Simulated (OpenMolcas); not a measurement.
Kr IV: effect of the basis set

```json
{"Program": "OpenMolcas", "Method": "CASSCF", "Active space": "3 electrons in 3 orbitals (4p)", "State averaging": "2S+1 = 4 odd, 1 root; 2S+1 = 2 odd, 8 roots", "Spin-orbit coupling": "RASSI with atomic mean-field integrals over the reference wave functions, term energies averaged over their components"}
```

A. ANO-RCC-VDZP [5s4p2d], DKH2, point nucleus; cost about 1.7 core-seconds
B. ANO-R1 [5s4p3d1f], X2C, finite nucleus; cost of the order of 2.6 core-seconds
C. ANO-RCC-VTZP [6s5p3d1f], DKH2, point nucleus; cost of the order of 2.7 core-seconds
D. ANO-RCC-VQZP [7s6p4d2f1g], DKH2, point nucleus; cost roughly 3 core-seconds
E. ANO-R2 [6s5p4d3f1g], X2C, finite nucleus; cost about 5 core-seconds
F. ANO-R3 [7s6p5d4f2g1h], X2C, finite nucleus; cost of the order of 6 core-seconds

Energies in cm-1 above 4s2 4p3 4S* 3/2, the measured ground level; measured values from Saloman, J. Phys. Chem. Ref. Data 36, 215 (2007).

```tsv
Level	A	B	C	D	E	F	Measured
4s2 4p3 4S* 3/2	0.0	0.0	0.0	0.0	0.0	0.0	0.0
4s2 4p3 2D* 3/2	21855	21651	22005	22009	21985	21968	17038
4s2 4p3 2D* 5/2	23161	23053	23229	23240	23207	23198	18700
4s2 4p3 2P* 1/2	38174	37979	38316	38316	38278	38260	31056
4s2 4p3 2P* 3/2	39968	39914	39989	39997	39947	39940	33406
```

Deviations, from unrounded energies. A percentage is the sum of absolute deviations over the sum of measured energies, with the sign that they share, or ± where signs differ.

```json
{"Against measurement": "mean absolute deviation (cm-1)", "Levels": "4", "A": "5700", "B": "5600", "C": "5800", "D": "5800", "E": "5800", "F": "5800"}
{"Against measurement": "other terms of the ground configuration (%)", "Levels": "4", "A": "+22.9", "B": "+22.4", "C": "+23.3", "D": "+23.3", "E": "+23.2", "F": "+23.1"}
```

A, B, C, D, E, F lie about equally close to measurement. The largest miss of B in the table is 4s2 4p3 2P* 1/2, by +6900 cm-1. The ranking rests on the paired levels alone, and a cruder setting can come out closer through cancelling errors.

Among A to F the level of the table that moves most is 4s2 4p3 2D* 3/2, by 360 cm-1 (lowest in B, highest in D).

With the s shell closed, the reference lacks s² → p² mixing. The basis is small and was not contracted for so high a charge (holds for A; B). Measured partners are found by configuration, term and J. A level has none where our copy of the source lacks it or the pairing is in doubt (some pairs that miss far off the trend of their configuration count as doubtful), and it then counts in no deviation. Only configurations of the active space appear.

* marks odd parity.
